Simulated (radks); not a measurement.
Question: These are the eigenvalues of the occupied orbitals of an atom or ion with whole-number occupations (Ry). Method: scalar-relativistic Kohn-Sham, SCAN, spin-polarised, spherical densities, finite nucleus; meta-GGA in the generalised Kohn-Sham scheme; Fermi nuclear charge, rms radius of each element as measured or else 0.836 A^(1/3) + 0.57 fm; computed with a radial shooting solver on a logarithmic mesh with Libxc functionals.

| orbital | eigenvalue |
|---|---|
| 1s up | -2167.813 |
| 1s down | -2167.255 |
| 2s up | -426.5174 |
| 2s down | -425.4391 |
| 2p up | -395.8803 |
| 2p down | -394.7658 |
| 3s up | -159.1281 |
| 3s down | -156.2731 |
| 3p up | -149.1633 |
| 3d up | -136.1728 |

Which element is it, and in what charge state? The configuration may be excited. Open shells, if any, are filled with parallel spins first.

Answer: Z = 49, indium, charge +32: In32+ in [Ne] 3s2 3p3 3d2. The list shows which subshells hold electrons but not how many an open one holds; the 1s level, -1083.9 hartree, gives Z - s = 46.6 by -(Z - s)^2/2, which with screening and relativity narrows Z to a few neighbours, and the depths of the outer levels then fix element, charge and occupations together.
